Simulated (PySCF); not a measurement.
## Yb⁺: excitation energy

Yb⁺ [Xe] 4f14 6s1 (2S) → Yb⁺ [Xe] 4f13 5d1 6s1 (high-spin determinant), as a difference of total energies. Calculation: PySCF 2.14, in cc-pVDZ-X2C; scalar relativity by spin-free X2C-1e. Correlated levels: valence: [Kr] 4d10 frozen. The calculations carry no spin-orbit coupling.

```tsv
method	excitation energy (eV)
UHF	0.451
MP2 (valence)	4.998
SCS-MP2 (valence)	4.390
CCSD (valence)	3.304
CCSD(T) (valence)	3.552
```

Question: How much does correlation contribute at CCSD(T) (valence)?

Answer: 3.552 − (0.451) = 3.101 eV, measured against UHF.

A first-order spin-orbit estimate (lowest level to lowest level, LS coupling) adds -0.443 eV.

The determinant of the upper state mixes LS terms, which raises its energy above the lowest term, most at the Hartree-Fock and MP2 levels.
